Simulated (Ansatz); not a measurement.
`COB(C)OC` and `COB(C)N` differ in one atom or group.

Ansatz, PBE0-D4/def2-TZVP geometries, multiplicity 1. Each molecule was computed in one conformer, which needn't be the lowest.

| property | `COB(C)OC` |
| --- | --- |
| HOMO–LUMO gap (ωB97M-V/def2-TZVPP) / eV | 12.70 |
| LUMO energy (PBE0/def2-TZVPP) / eV | 0.93 |
| HOMO–LUMO gap (B3LYP/def2-TZVPP) / eV | 8.49 |
| LUMO energy (ωB97M-V/def2-TZVPP) / eV | 2.19 |
| HOMO energy (B3LYP/def2-TZVPP) / eV | -7.88 |
| HOMO–LUMO gap (PBE/def2-TZVPP) / eV | 6.75 |

**Question.** Give the same properties after the change, and the shifts. (Estimate.)

**Answer.** The calculation gave: 
```
                               property  `COB(C)N`  shift
HOMO–LUMO gap (ωB97M-V/def2-TZVPP) / eV      11.87  -0.83
     LUMO energy (PBE0/def2-TZVPP) / eV       0.94   0.01
  HOMO–LUMO gap (B3LYP/def2-TZVPP) / eV       7.66  -0.83
  LUMO energy (ωB97M-V/def2-TZVPP) / eV       2.20   0.01
    HOMO energy (B3LYP/def2-TZVPP) / eV      -7.05   0.83
    HOMO–LUMO gap (PBE/def2-TZVPP) / eV       6.03  -0.72
```

B3LYP here is the variant with VWN-RPA as its local correlation; programs differ in this.
